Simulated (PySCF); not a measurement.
## InN₂ + O₂ → InO₂ + N₂

Level: PBE0 in the def2-TZVP basis family, computed in PySCF with density fitting; scalar-relativistic core potentials for atoms from Rb on, none lighter, no spin–orbit coupling; open shells unrestricted.

```csv
species,state and structure,E (Eh),ZPE (kJ/mol),H(298 K) − H(0) (kJ/mol),S° (J/(mol K))
InN₂,"quartet, D∞h, In–N 1.986 Å (×2)",-299.30106,7.8,13.3,274.5
O₂,"triplet, D∞h, O–O 1.193 Å",-150.23561,10.3,8.7,204.9
InO₂,"doublet, C∞v, In–O 1.826 Å, In–O 1.927 Å; O–In–O 180.0°",-340.36654,9.3,12.8,270.6
N₂,"singlet, D∞h, N–N 1.089 Å",-109.44629,14.9,8.7,191.4
```

**Question.** What is the electronic reaction energy?

**Answer.** At PBE0/def2-TZVP, ΔE = -725.1 kJ/mol from the differences of the total energies times 2625.5, downhill. 

**Question.** Add zero-point, thermal and entropy terms for 298.15 K and 1 bar.

**Answer.** ΔZPE = 6.1 and Δ[H(298) − H(0)] = -0.5 kJ/mol give ΔH° = -719.5 kJ/mol. ΔS° = -17.4 J/(mol K), so ΔG° = -719.5 − 298.15 × (-0.0174) = -714 kJ/mol.

Some spin contamination: InN₂ (⟨S²⟩ 3.90). The structures come from searches over a few start shapes, so lower isomers are not excluded.
